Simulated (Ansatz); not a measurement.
A calculation with Ansatz (development build ahead of 0.2.0).

```yaml
crystal:
  periodic: [false, false, false]
  atoms:
    - { symbol: C, position_ang: [2.72345, -0.05, 0.0] }
    - { symbol: C, position_ang: [2.33358, 1.40502, 0.0] }
    - { symbol: C, position_ang: [1.40502, 2.33358, 0.0] }
    - { symbol: C, position_ang: [-0.05, 2.72345, 0.0] }
    - { symbol: C, position_ang: [-1.31843, 2.38358, 0.0] }
    - { symbol: C, position_ang: [-2.38358, 1.31843, 0.0] }
    - { symbol: C, position_ang: [-2.72345, 0.05, 0.0] }
    - { symbol: C, position_ang: [-2.33358, -1.40502, 0.0] }
    - { symbol: C, position_ang: [-1.40502, -2.33358, 0.0] }
    - { symbol: C, position_ang: [0.05, -2.72345, 0.0] }
    - { symbol: C, position_ang: [1.31843, -2.38358, 0.0] }
    - { symbol: C, position_ang: [2.38358, -1.31843, 0.0] }
    - { symbol: H, position_ang: [3.80845, -0.05, 0.0] }
    - { symbol: H, position_ang: [3.27322, 1.94752, 0.0] }
    - { symbol: H, position_ang: [1.94752, 3.27322, 0.0] }
    - { symbol: H, position_ang: [-0.05, 3.80845, 0.0] }
    - { symbol: H, position_ang: [-1.86093, 3.32321, 0.0] }
    - { symbol: H, position_ang: [-3.32321, 1.86093, 0.0] }
    - { symbol: H, position_ang: [-3.80845, 0.05, 0.0] }
    - { symbol: H, position_ang: [-3.27322, -1.94752, 0.0] }
    - { symbol: H, position_ang: [-1.94752, -3.27322, 0.0] }
    - { symbol: H, position_ang: [0.05, -3.80845, 0.0] }
    - { symbol: H, position_ang: [1.86093, -3.32321, 0.0] }
    - { symbol: H, position_ang: [3.32321, -1.86093, 0.0] }
basis:
  gaussian: { orbitals: def2-TZVP }
hamiltonian:
  xc: pbe0
```

The input is written out in the form of the current development build from the run's settings.

The run gave:

```
Converged                       : yes
Total energy                    : -463.78126 hartree
Spin squared of the determinant : 0.000
Stability test                  : minimum among restricted orbitals
```
